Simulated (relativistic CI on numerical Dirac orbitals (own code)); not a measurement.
Radial parameters of Tm41+

These numbers are calculated, not measured: Dirac-Coulomb-Breit CI, KLI orbitals optimised for each configuration, QED by a radiative potential, unscaled Slater integrals (own radial code, finite nucleus).

Slater integrals F^k, G^k are unscaled and averaged over j, outside the closed core [Ne]; ζ comes from projecting the Hamiltonian with its Breit term on Σ l·s of the shell.

- 3s2 3p6 3d9 4s: ζ(3d) = 151490, G^2(3d,4s) = 54588 cm⁻¹; <r>(3d) = 0.1922, <r^2>(3d) = 0.04301, <r>(4s) = 0.4277, <r^2>(4s) = 0.2058 (bohr units).
- 3s2 3p6 3d9 4p: ζ(3d) = 151510, F^2(3d,4p) = 167410, G^1(3d,4p) = 54050, G^3(3d,4p) = 54845, ζ(4p) = 386130 cm⁻¹; <r>(3d) = 0.1922, <r^2>(3d) = 0.04301, <r>(4p) = 0.4357, <r^2>(4p) = 0.215 (bohr units).
- 3s2 3p6 3d9 4d: ζ(3d) = 151440, F^2(3d,4d) = 178550, F^4(3d,4d) = 91005, G^0(3d,4d) = 56449, G^2(3d,4d) = 72631, G^4(3d,4d) = 57560, ζ(4d) = 49268 cm⁻¹; <r>(3d) = 0.1923, <r^2>(3d) = 0.04304, <r>(4d) = 0.43, <r^2>(4d) = 0.2115 (bohr units).

Averages of the first 10 configurations, taken without configuration mixing, which lowers the lowest level and can move excited configurations by several eV; other configurations of the list can lie among them:

```tsv
Configuration	Parity	States	Average energy above the lowest level (eV)
3s2 3p6 3d10	even	1	0.1
3s2 3p6 3d9 4s	even	20	1304.3
3s2 3p6 3d9 4p	odd	60	1437.4
3s2 3p6 3d9 4d	even	100	1602.8
3s2 3p5 3d10 4s	odd	12	1755.4
3s2 3p6 3d9 4f	odd	140	1751.3
3s2 3p5 3d10 4p	even	36	1888.7
3s2 3p6 3d8 4s2	even	45	2643.9
3s2 3p5 3d10 4d	odd	60	2053.4
3s2 3p6 3d8 4s 4p	odd	540	2770.8
```
